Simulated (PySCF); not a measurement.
A structure optimised at PBE-D3(BJ)/def2-SVP, used in a PySCF frequency run:

```xyz
13

Al     0.4546    -0.7155     0.4626
Cl     0.0133     0.4529     2.1874
H      1.0223    -2.1841     0.7292
C      0.1948     0.0815    -1.3275
C     -0.7557     1.2886    -1.3498
C     -0.1829    -0.9847    -2.3722
H      1.2217     0.4488    -1.5794
H     -0.7763     1.7690    -2.3534
H     -1.7995     0.9887    -1.1159
H     -0.4696     2.0646    -0.6113
H      0.5205    -1.8438    -2.3805
H     -0.1924    -0.5592    -3.4004
H     -1.1995    -1.3951    -2.1895
```

Problem. Write its SMILES and formula.

Solution. C[CH](C)[AlH][Cl], C3H8AlCl

Problem. What are its rotational constants (standard atomic weights)?

Solution. 5.7682, 1.5293, 1.2602 GHz
